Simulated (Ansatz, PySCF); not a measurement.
Reaction (SMILES): NB(N)N + H+ → NB(N)[NH3+]
Geometries: B3LYP-D3(BJ)/def2-TZVP minima from Ansatz (a program for electronic structure), one conformer each, not searched for the lowest.
Geometry of the first species:
```
B
N 1 1.4287
H 2 1.0032 1 123.25
H 2 1.0032 3 113.49 1 180.00
N 1 1.4289 2 120.03 3 6.06
H 5 1.0032 1 123.22 2 3.36
H 5 1.0032 6 113.47 1 175.69
N 1 1.4289 2 120.03 3 -173.94
H 8 1.0032 1 123.22 2 3.36
H 8 1.0032 9 113.47 1 175.69
```
Charge 0, spin multiplicity 1.

Property: proton affinity (electronic energy difference), positive where the reaction releases energy, in kJ/mol. Cores are frozen in the correlated levels unless marked. Spin-orbit coupling is left out. Non-relativistic. Basis-set limits of correlation are two-point, X^-3; Hartree-Fock from the larger set. [CCSD(T)-MP2]/basis is that difference in the basis named.

RI-MP2/CBS(cc-pVTZ,cc-pVQZ)+[CCSD(T)-MP2]/cc-pVTZ (Ansatz) gives 939.4 kJ/mol.

Task: Another calculation gave 940.6 kJ/mol. Which level was it?
A. r2SCANh/def2-TZVPD (Ansatz)
B. SVWN5/def2-TZVPD (Ansatz)
C. M06-2X/def2-TZVPD (PySCF)

Result: A, r2SCANh/def2-TZVPD (Ansatz). The others give 911.2 (SVWN5), 927.2 (M06-2X) kJ/mol.
